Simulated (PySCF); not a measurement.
A side-by-side comparison of computed properties.

First species: C₆H₁₃ClO₂Si.
InChI=1S/C6H13ClO2Si/c1-2-8-5-3-6(5,7)4-9-10/h5H,2-4H2,1,10H3/t5-,6-/m1/s1

Second species: C₅H₁₅N₃Si.
Geometry (GFN2-xTB, Å), atoms numbered from 1 in this order:
```
atom  x, y, z in Å
C1     0.0559    2.8315    0.8019
N2     0.3815    1.6283    0.8196
Si3    0.3947    0.3986   -0.3972
C4    -1.1977   -0.6039   -0.1169
N5    -2.3492    0.2803   -0.1228
C6    -3.5972   -0.4171    0.1117
N7     1.7556   -0.5462    0.0621
C8     1.8908   -1.9209   -0.3466
C9     3.0326    0.0902    0.2667
H10    0.0507    3.3949    1.7335
H11   -0.2283    3.3921   -0.0933
H12    0.3955    0.9013   -1.7869
H13   -1.3379   -1.3143   -0.9350
H14   -1.1344   -1.1954    0.8111
H15   -2.2199    0.9895    0.5923
H16   -4.4128    0.3045    0.1301
H17   -3.6105   -0.9909    1.0520
H18   -3.7653   -1.1124   -0.7120
H19    2.4180   -2.0148   -1.3044
H20    0.9082   -2.3720   -0.4462
H21    2.4581   -2.4742    0.4072
H22    2.8710    1.0947    0.6465
H23    3.6131    0.1526   -0.6621
H24    3.6157   -0.4767    0.9967
```

Levels: PBE0/pcSseg-1 for dipole moment, HOMO energy, LUMO energy and HOMO–LUMO gap; GFN2-xTB for rotational constant A and rotational constant C. Geometries: GFN2-xTB. Each structure is a single optimised conformer of the isolated species, non-relativistic unless stated; the electronic structure was computed with PySCF and density fitting.

Dipoles, sizes and rotational constants follow the conformer. The torsions of the flexible species, by atom-mapped SMILES:
- `[CH3:1][CH2:2][O:3][C@@H:4]1[CH2:5][C@@:6]1([Cl:7])[CH2:8][O:9][SiH3:10]`: C1–C2–O3–C4 -178°, C2–O3–C4–C5 154°, C5–C6–C8–O9 38°, C6–C8–O9–Si10 -176°
- `[CH2:1]=[N:2][Si@H:3]([CH2:4][NH:5][CH3:6])[N:7]([CH3:8])[CH3:9]`: C1–N2–Si3–C4 -99°, N2–Si3–C4–N5 54°, Si3–C4–N5–C6 -179°, N2–Si3–N7–C8 157°

Task: Which has the higher LUMO energy?

Result: The first: 0.09 eV against -0.80 eV, a difference of 0.89 eV.

Task: Which has the higher dipole moment?

Result: The first: 2.19 D against 0.36 D, a difference of 1.83 D.

Task: Which of the two has the higher HOMO energy, and by how much?

Result: The second: -6.12 eV against -7.02 eV, a difference of 0.90 eV.

Task: Which of the two has the higher HOMO–LUMO gap, and by how much?

Result: The first: 7.11 eV against 5.32 eV, a difference of 1.79 eV.

Task: Which of the two has the higher rotational constant A, and by how much?

Result: The second: 1.861 GHz against 1.542 GHz, a difference of 0.319 GHz.

Task: Which has the higher rotational constant C?

Result: The second: 0.628 GHz against 0.421 GHz, a difference of 0.207 GHz.

On the first: The dipole matches unit charges of opposite sign 0.46 Å apart (1 e·Å = 4.8032 D).

On the second: In atomic units the dipole is 0.14 e·bohr (1 au = 2.5417 D).
